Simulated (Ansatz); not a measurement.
Total energies of WS2F2 from Ansatz at PBE-D4/def2-TZVP, gas phase (1 Eh = 27.2114 eV = 2625.5 kJ/mol). The reference geometry is relaxed at PBE-D4/def2-SVP.

```xyz
5

W     0.113   -0.037    0.018
S    -0.497    1.744   -0.998
S    -1.672   -1.027    0.660
F     1.079    0.461    1.535
F     0.978   -1.141   -1.214
```

```
           state                    geometry  energy (Eh)
charge 0 singlet                   reference  -1063.04436
charge 1 doublet                   reference  -1062.69104
charge 1 doublet  relaxed at PBE-D4/def2-SVP  -1062.69628
```

In the def2 sets W takes a core potential; there is no spin–orbit coupling.

Question: Work out the vertical ionisation energy to the doublet.

Answer: E(charge 1 doublet) − E(charge 0 singlet) = -1062.69104 − (-1063.04436) = 0.35332 Eh = 9.61 eV. For comparison, −ε of the highest occupied level is 6.70 eV at this level, 2.91 eV less.

Question: How much does the charge 1 doublet relax, and what is the adiabatic ionisation energy?

Answer: Relaxation: -1062.69104 − (-1062.69628) = 0.00524 Eh = 0.14 eV. Adiabatic ionisation energy: 0.34808 Eh = 9.47 eV, without zero-point energy.
